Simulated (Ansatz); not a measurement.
Born–Oppenheimer molecular dynamics of CH5ClGe (8 atoms, charge 0, multiplicity 1). It starts from a relaxed structure.

Level of theory: Ansatz, RKS B3LYP/def2-SVP.

```
ensemble                      : NVE (velocity Verlet)
time step                     : 1 fs
steps asked                   : 250
starting velocities drawn for : 400 K
seed                          : 706380
```

Frames 5 fs apart, positions in Å, forces in eV/Å.

Velocities at 40 fs (Å/ps):

```
Ge 0.58 1.47 0.15
C -2.42 -4.48 -1.83
H 26.82 6.69 8.09
H -10.08 13.59 21.09
H -5.48 -13.76 -9.79
H -2.85 -15.91 -3.39
Cl -0.52 -0.36 -0.35
H -3.20 -30.02 7.66
```

```xyz
8
Properties=species:S:1:pos:R:3:forces:R:3 time_fs=40 energy_less_start_eV=0.124 T=247
Ge 0.033 0.004 0.028 -0.53 -0.89 -0.32
C 0.032 -0.093 1.996 -0.77 1.37 -0.92
H -0.831 0.450 2.411 -0.16 -0.24 -0.04
H 0.050 -1.107 2.307 -0.10 -1.37 0.44
H 0.900 0.412 2.361 1.02 0.45 0.39
H 1.463 0.117 -0.533 0.01 0.11 -0.03
Cl -1.161 1.671 -0.755 0.15 0.04 0.18
H -0.685 -1.269 -0.602 0.37 0.52 0.31
8
Properties=species:S:1:pos:R:3:forces:R:3 time_fs=45 energy_less_start_eV=0.196 T=153
Ge 0.035 0.009 0.028 -0.71 -1.47 -0.32
C 0.019 -0.106 1.981 1.14 0.08 1.37
H -0.771 0.491 2.461 -0.26 -0.08 -0.22
H -0.012 -1.155 2.432 -0.01 1.03 -0.87
H 0.975 0.380 2.346 -0.68 -0.50 -0.26
H 1.456 0.057 -0.555 0.06 0.27 0.01
Cl -1.163 1.669 -0.756 0.19 -0.03 0.17
H -0.647 -1.326 -0.523 0.25 0.70 0.11
8
Properties=species:S:1:pos:R:3:forces:R:3 time_fs=50 energy_less_start_eV=0.217 T=126
Ge 0.034 0.010 0.027 0.29 0.03 0.38
C 0.021 -0.111 1.984 -0.26 1.52 0.12
H -0.767 0.511 2.458 0.18 -0.05 -0.32
H -0.079 -1.091 2.409 -0.11 -1.10 -0.12
H 0.977 0.283 2.308 0.50 0.28 0.39
H 1.460 0.059 -0.573 -0.08 0.31 0.11
Cl -1.164 1.667 -0.756 0.15 -0.05 0.14
H -0.570 -1.260 -0.432 -0.68 -0.94 -0.70
8
Properties=species:S:1:pos:R:3:forces:R:3 time_fs=55 energy_less_start_eV=0.116 T=254
Ge 0.035 0.010 0.027 -0.26 -0.97 -0.06
C 0.025 -0.095 1.994 0.73 -0.74 -0.03
H -0.755 0.541 2.403 -0.20 0.31 0.28
H -0.163 -1.163 2.315 0.17 0.89 -0.33
H 1.037 0.218 2.340 -0.57 -0.06 0.12
H 1.451 0.131 -0.568 0.00 0.14 0.03
Cl -1.164 1.665 -0.756 0.05 -0.02 0.11
H -0.608 -1.334 -0.471 0.09 0.45 -0.11
8
Properties=species:S:1:pos:R:3:forces:R:3 time_fs=60 energy_less_start_eV=0.130 T=235
Ge 0.034 0.007 0.027 -0.22 -0.75 -0.30
C 0.036 -0.084 2.000 -0.57 0.68 -0.50
H -0.756 0.609 2.388 0.54 -0.55 -0.06
H -0.221 -1.129 2.181 -0.09 -0.18 0.48
H 1.024 0.162 2.412 -0.05 0.03 0.06
H 1.440 0.235 -0.558 0.04 -0.08 -0.04
Cl -1.163 1.663 -0.754 -0.07 0.05 0.10
H -0.640 -1.335 -0.545 0.42 0.80 0.26
8
Properties=species:S:1:pos:R:3:forces:R:3 time_fs=65 energy_less_start_eV=0.181 T=170
Ge 0.033 0.003 0.026 1.01 1.38 0.26
C 0.041 -0.067 1.996 0.13 -1.03 -0.69
H -0.694 0.610 2.387 -0.71 0.54 0.37
H -0.296 -1.112 2.143 0.10 0.24 0.53
H 1.000 0.109 2.501 0.09 -0.04 -0.26
H 1.435 0.320 -0.553 -0.06 -0.25 0.03
Cl -1.163 1.661 -0.751 -0.18 0.15 0.12
H -0.596 -1.194 -0.579 -0.38 -1.00 -0.36
8
Properties=species:S:1:pos:R:3:forces:R:3 time_fs=70 energy_less_start_eV=0.169 T=186
Ge 0.035 0.002 0.026 0.35 0.46 -0.35
C 0.042 -0.061 1.982 -1.14 -0.20 1.05
H -0.713 0.662 2.427 0.75 -0.54 -0.55
H -0.355 -1.077 2.223 0.22 0.38 0.09
H 1.003 0.058 2.530 -0.23 0.08 -0.60
H 1.423 0.349 -0.543 0.11 -0.25 -0.01
Cl -1.165 1.659 -0.748 -0.20 0.16 0.14
H -0.607 -1.219 -0.667 0.14 -0.09 0.23
8
Properties=species:S:1:pos:R:3:forces:R:3 time_fs=75 energy_less_start_eV=0.164 T=194
Ge 0.038 0.002 0.025 -0.23 -0.61 -0.72
C 0.025 -0.061 1.981 0.03 -0.90 -0.21
H -0.635 0.669 2.387 -0.65 1.18 0.33
H -0.386 -1.004 2.340 -0.14 -0.58 -0.11
H 1.002 0.028 2.446 0.54 0.26 -0.07
H 1.434 0.321 -0.533 0.13 -0.14 0.01
Cl -1.167 1.659 -0.744 -0.14 0.11 0.15
H -0.596 -1.281 -0.710 0.45 0.68 0.61
8
Properties=species:S:1:pos:R:3:forces:R:3 time_fs=80 energy_less_start_eV=0.143 T=222
Ge 0.041 0.002 0.021 0.47 0.44 0.11
C 0.003 -0.072 1.983 -0.12 0.73 0.99
H -0.608 0.819 2.365 0.75 -1.06 -0.37
H -0.429 -1.016 2.420 0.31 0.67 -0.50
H 1.070 0.049 2.333 -0.89 -0.10 -0.11
H 1.471 0.260 -0.518 -0.10 0.03 0.13
Cl -1.170 1.660 -0.739 -0.04 0.04 0.11
H -0.501 -1.226 -0.635 -0.38 -0.75 -0.35
8
Properties=species:S:1:pos:R:3:forces:R:3 time_fs=85 energy_less_start_eV=0.200 T=149
Ge 0.044 0.002 0.018 -0.09 -0.46 0.11
C -0.019 -0.071 1.995 0.67 0.31 -1.71
H -0.484 0.832 2.300 -0.96 1.04 0.68
H -0.439 -0.957 2.422 -0.42 -0.74 0.32
H 1.023 0.054 2.215 0.95 -0.22 0.68
H 1.492 0.205 -0.477 -0.03 0.19 0.02
Cl -1.174 1.661 -0.733 0.06 -0.05 0.05
H -0.471 -1.298 -0.615 -0.18 -0.06 -0.15
8
Properties=species:S:1:pos:R:3:forces:R:3 time_fs=90 energy_less_start_eV=0.244 T=95
Ge 0.048 0.000 0.015 -0.63 -1.38 -0.22
C -0.030 -0.058 1.985 0.66 0.88 0.44
H -0.486 0.928 2.335 0.29 -1.27 -0.17
H -0.501 -0.974 2.451 0.33 0.93 -0.48
H 1.077 0.003 2.227 -1.04 -0.25 0.23
H 1.506 0.193 -0.432 0.03 0.21 -0.11
Cl -1.177 1.662 -0.727 0.12 -0.12 0.01
H -0.484 -1.387 -0.630 0.24 1.00 0.31
8
Properties=species:S:1:pos:R:3:forces:R:3 time_fs=95 energy_less_start_eV=0.135 T=233
Ge 0.050 -0.005 0.012 0.23 0.39 0.48
C -0.028 -0.032 1.976 0.35 -0.18 -0.83
H -0.476 0.853 2.369 -0.42 1.10 0.33
H -0.536 -0.869 2.406 -0.70 -0.95 0.12
H 0.992 -0.098 2.311 0.88 0.12 0.36
H 1.521 0.229 -0.410 -0.16 0.11 -0.11
Cl -1.180 1.662 -0.720 0.11 -0.14 -0.01
H -0.459 -1.288 -0.594 -0.29 -0.44 -0.34
```

Of the whole run (250 fs, mean temperature of the second half 206 K): The conserved energy stayed within 1.1 meV per atom of its start (net change 0.14 meV per atom), so the integration is sound. Over the second half the temperature averaged 0.51 of the 400 K drawn at the start: a run that starts near a minimum puts about half its kinetic energy into the potential. A run of 0.25 ps of so small a system gives no equilibrium averages.

Time of the run: 8.1 min on 2 threads of Arm Neoverse V1, on a shared host, peak memory 0.18 GiB.
